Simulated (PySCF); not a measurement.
# Computed properties of BFO, SMILES B(=O)F

BFO, SMILES FB=O. The structure is a stationary point at PBE0-D3(BJ)/def2-TZVP. Other conformers were not sampled. All values are computed for the isolated molecule unless a solvent is named; none is compared with measurement here.

**Structure.** The optimised structure has C∞v symmetry. All 4 harmonic modes at PBE0-D3(BJ)/def2-TZVP (PySCF) are real, so it is a minimum. With heavy atoms numbered as in [F:1][B:2]=[O:3], the shortest bond between them is B2–O3 at 1.206 Å and the longest F1–B2 at 1.282 Å.

**Vibrations.** The strongest infrared lines (harmonic, unscaled, degenerate partners summed) lie at 2150 cm⁻¹ (369 km/mol, B 73 %, O 23 %), 514 cm⁻¹ (144 km/mol, B 76 %, O 14 %, F 10 %), 1033 cm⁻¹ (16 km/mol, F 54 %, O 42 %). The softest mode is at 514 cm⁻¹ and the zero-point energy is 6.0 kcal/mol.

**Electronic structure.** ωB97X/def2-TZVPD (PySCF) places the frontier levels at -12.84 and 0.88 eV, a gap of 13.72 eV, and gives a dipole moment of 2.24 D and a mean polarisability of 16.9 bohr³. PBE/def2-TZVPD (PySCF) at the same geometry gives -8.71 and -1.53 eV, so its gap is 6.54 eV narrower. An orbital gap is neither the optical nor the fundamental gap.

**Excitations.** TDA-B3LYP/def2-TZVPD (PySCF) has S1 at 7.72 eV (161 nm, f = 0.099, bright); the most intense of the 10 singlets computed lies at 7.72 eV (f = 0.10). Strengths of degenerate partners are summed. T1 (TDA) is at 7.29 eV, 0.43 eV under S1. TDA-PBE/def2-TZVPD (PySCF) puts S1 at 7.32 eV. No vertical singlet excitation falls in the visible range (under 3.1 eV).

**NMR.** GIAO shifts at KT2/pcSseg-2 (PySCF) (non-relativistic, atoms alike by connectivity averaged): ¹⁹F at -253.6 ppm against CFCl3; ¹¹B at -7.8 ppm against BF3.
